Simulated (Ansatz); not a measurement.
```yaml
crystal:
  periodic: [false, false, false]
  atoms:
    - {symbol: Ge, position_ang: [-0.600668, -0.321304, 1.684102]}
    - {symbol: Ge, position_ang: [-1.771378, 0.459167, -0.553074]}
    - {symbol: Ge, position_ang: [0.330491, 1.826435, 0.457578]}
    - {symbol: Ge, position_ang: [-0.325138, -1.823598, -0.472529]}
    - {symbol: Ge, position_ang: [1.776834, -0.456169, 0.537810]}
    - {symbol: Se, position_ang: [0.589850, 0.315459, -1.653886]}
basis:
  gaussian: {orbitals: def2-TZVP, initial_orbitals: start.molden}
hamiltonian: {xc: {name: wB97X-V}}
scf: {omitted_lower_state_checks: [starts]}
output: {orbitals: {seedname: orbitals}}
```

The file start.molden holds the orbitals of an earlier run on this structure, at another level or in another basis.

```sh
$ ansatz run in.yaml --threads 4 --pin off --events-out ev --progress --plain --max-ram 4787MiB
```

Task: Does this run fit into the memory that it is given?

Result: No. It has 288 basis functions, and Ansatz plans for 4.81 GiB where 4.67 GiB are given.
